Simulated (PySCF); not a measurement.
**Selenium: a sound run and one with changed settings**

Sound run: Se [Ar] 3d10 4s2 4p4, Se⁺ [Ar] 3d10 4s2 4p3. All numbers are calculated (PySCF 2.14, the spin-free X2C one-electron Hamiltonian (Gaussian nucleus), in aug-cc-pVDZ-DK). The sound run starts from symmetry-adapted Hartree-Fock orbitals and uses a fine grid where one is needed.

Changed run: 14 angular points. This setting is unsound on purpose.

```
species  method  sound run (hartree)  changed run (hartree)  converged
     Se     UHF          -2427.96129            -2427.96129        yes
     Se  r2SCAN          -2429.68878            -2429.68877        yes
     Se   M06-L          -2429.61466            -2429.61659        yes
    Se⁺     UHF          -2427.64781            -2427.64781        yes
    Se⁺  r2SCAN          -2429.33323            -2429.33323        yes
    Se⁺   M06-L          -2429.26371            -2429.26371        yes
```

Ionisation energy of Se:

```csv
method,sound run (eV),changed run (eV)
UHF,8.530,8.530
r2SCAN,9.675,9.675
M06-L,9.550,9.602
```

A coarse angular grid integrates products of high-l functions wrongly, so density functionals can shift, and the SCF can exploit the error; Hartree-Fock and MP2 need no grid.

For comparison, NIST gives 9.752 eV between the lowest levels.
